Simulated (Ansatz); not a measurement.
## AlCl2F (SMILES [F][Al]([Cl])[Cl]): methods side by side

AlCl2F has 4 atoms, charge 0, and is taken as a singlet. As SMILES, `[F][Al]([Cl])[Cl]`. The coordinates come from a PBE0-D4/def2-TZVP relaxation.

Each level gives the atomisation enthalpy at 298 K (kJ/mol). The values are calculated. The thermal term (zero-point and 298 K enthalpy, harmonic and unscaled) is that of PBE0-D4/def2-TZVP; the spin-orbit lowering of the free atoms at 298 K, 8.4 kJ/mol by their spectra, is taken off.

**The experiment to reproduce.** NIST-JANAF tables; in doubt, as an older value, an estimate or one at odds with other calculations gives the atomisation enthalpy at 298 K of the gas as 1442 kJ/mol.

| level | kind | program | value (kJ/mol) | computed − measured | CPU time (all runs) |
| --- | --- | --- | --- | --- | --- |
| HF/STO-3G | Hartree–Fock | Ansatz | 1330 | -112 | 0.36 s |
| BLYP/STO-3G | GGA | Ansatz | 1696 | +254 | 3.1 s |
| revPBE/STO-3G | GGA | Ansatz | 1697 | +255 | 3.1 s |
| B3LYP/STO-3G | global hybrid | Ansatz | 1661 | +219 | 2.8 s |
| r2SCAN0/STO-3G | hybrid meta-GGA | Ansatz | 1665 | +223 | 7.3 s |
| CAM-B3LYP/STO-3G | range-separated hybrid | Ansatz | 1661 | +219 | 3.2 s |
| BCCD(T)/STO-3G | coupled cluster or CI | Ansatz | 1423 | -19 | 0.75 s |
| CCSDT/STO-3G | coupled cluster or CI | Ansatz | 1424 | -18 | 1.5 s |
| FCI/STO-3G | exact in the basis | Ansatz | 1424 | -18 | 12 s |

Nearest: CCSDT/STO-3G (-18 kJ/mol), FCI/STO-3G (-18 kJ/mol); farthest: revPBE/STO-3G (+255 kJ/mol). In a finite basis correlated wave-function methods underbind, so their errors here aren't those of the basis-set limit. The measured heats of formation of B, Si, Al and metal atoms are uncertain by some kJ/mol each. All rows use very small basis sets, so none should be taken for the real molecule's value. In so small a basis fixed costs decide the times, and correlated methods can beat functionals. Times are those of the runs behind each value, whatever else they computed, on shared processors of several kinds: orders of magnitude only.
